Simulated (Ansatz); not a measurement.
```yaml
crystal:
  periodic: [false, false, false]
  atoms:
    - {symbol: C, position_ang: [-0.830188, -0.646494, 1.365111]}
    - {symbol: C, position_ang: [0.594565, 0.276346, 0.641644]}
    - {symbol: S, position_ang: [1.130969, -0.422069, -0.892456]}
    - {symbol: B, position_ang: [0.115271, 0.437944, -1.960396]}
    - {symbol: F, position_ang: [0.396369, -0.109737, -3.391736]}
    - {symbol: H, position_ang: [-0.935370, -0.120297, 2.052743]}
    - {symbol: H, position_ang: [-0.290759, -1.471044, 1.521669]}
    - {symbol: H, position_ang: [-1.348321, -0.564503, 0.579172]}
    - {symbol: H, position_ang: [1.358643, 0.280428, 1.388243]}
    - {symbol: H, position_ang: [0.321105, 1.372354, 0.384722]}
    - {symbol: H, position_ang: [-0.701609, 1.102708, -1.691841]}
basis:
  gaussian: {orbitals: pcseg-2, fitting: {mean_field: cc-pVTZ-jkfit}, final_grid: {core_spheres: 5, valence_spheres: 4, degree: 11}}
magnetization: {spin_polarized: true, initial_magnetization: 0}
hamiltonian: {xc: {name: PBE}, dispersion: d4}
relax: {f_tol: 0.0001, max_steps: 1}
output: {forces: true}
```

```sh
$ ansatz run in.yaml --threads 4 --pin off --events-out ev --progress --plain --max-ram 10444MiB
```

Output, abridged:

```
Functional definition: PBE
  name "PBE"
  cite "Perdew, Burke & Ernzerhof, Phys. Rev. Lett. 77, 3865 (1996) doi:10.1103/PhysRevLett.77.3865"
  parent pbe
  parameter kappa = 0.804
  parameter beta = 0.06672455060314922
  exchange = pbe_x(kappa = kappa, mu = beta*pi^2/3)
  correlation = pbe_c(beta = beta)
617 factors; integrals over basis functions are off by at most 9.0e-1 eV
mean field evaluation 1: about -16375.4147 eV, gradient 5.6e1 eV
mean field evaluation 2: about -16349.7550 eV, gradient 8.7e1 eV
mean field evaluation 4: about -16389.4546 eV, gradient 1.3e1 eV
mean field evaluation 8: about -16390.0457 eV, gradient 9.5e-2 eV
mean field evaluation 16: about -16390.0193 eV, gradient 2.7e-3 eV
mean field -16390.01932368 eV, -602.3221005913 hartree, gradient 2.6e-5 eV, S^2 0.000000; 0 other end points of the search recorded, 0 dependent functions left out
the calculation of the forces begins
reference -16390.01936785 eV, -602.3221022143 hartree; 24, 24 occupied and 214, 214 virtual orbitals, 617 factors
relax step   1: F+E_penalty+E_count = -16390.23397875 eV  Δ(F+E_penalty+E_count) = +0.000e0 eV  max|allowed force component| = 1.129e1 eV/Å  Δτ_max = 0.0000 Å  (40 SCF iters, accepted)
Error: geometry relaxation did not converge after 1 steps: max|allowed force component| = 1.13e1 eV/Å (threshold 1.0e-4). Raise `relax.max_steps` over both its present limit and 1, loosen `relax.f_tol`, or start from a geometry closer to equilibrium. Where this run's directory can be resumed (`checkpoint.write`), a resume goes on for up to `relax.max_steps` more
```

Problem. Something in this input is off. What?

Solution. The relaxation is allowed too few steps for its threshold. The calculation stopped without meeting its thresholds.
